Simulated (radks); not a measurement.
Spherical jellium clusters: N electrons in a uniform positive sphere of charge N and radius rs N^(1/3), rs = 3.73 bohr. Calculated with a radial shooting solver with Libxc functionals: non-relativistic Kohn-Sham, exchange-only LDA, spin-polarised, spherical densities. Levels are named by radial order and angular momentum (1s, 1p, 1d, 2s, ...), and open shells are averaged over m.

N = 4, configuration 1s2 1p(up 2, down 0). This is the lowest configuration that the search found. Occupied and some empty levels:

| level | occupation | eigenvalue (eV) | <r> (bohr) |
|---|---|---|---|
| 1s up | 1 | -4.0735 | 4.386 |
| 1s down | 1 | -3.0416 | 4.157 |
| 1p up | 2 | -2.2578 | 5.723 |
| 1p down | 0 | -1.0665 | 5.985 |
| 2s up | 0 | -0.52569 | 9.483 |
| 1d up | 0 | -0.44153 | 7.953 |

Energy (eV): total -3.01791, kinetic 7.6160, external -82.785, Hartree 39.243, exchange-correlation -11.211, background 44.119.
